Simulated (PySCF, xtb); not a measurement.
C2H9BeNSi, SMILES C[N](C)[Be][SiH3].

GFN2-xTB run with xtb at its own geometry gives an orbital gap of 3.99 eV and a dipole moment of 3.42 D.

Geometry: TPSSh-D3(BJ)/def2-SVP. The structure was generated by enumeration; whether it is a known compound was not checked. One conformer was computed; it need not be the lowest.

Task: What does r2SCAN/def2-TZVP in PySCF give? (The exact figures need the calculation; the answer reports its results.)

Result: gap 4.19 eV (levels -5.47 and -1.28 eV), dipole 2.17 D.
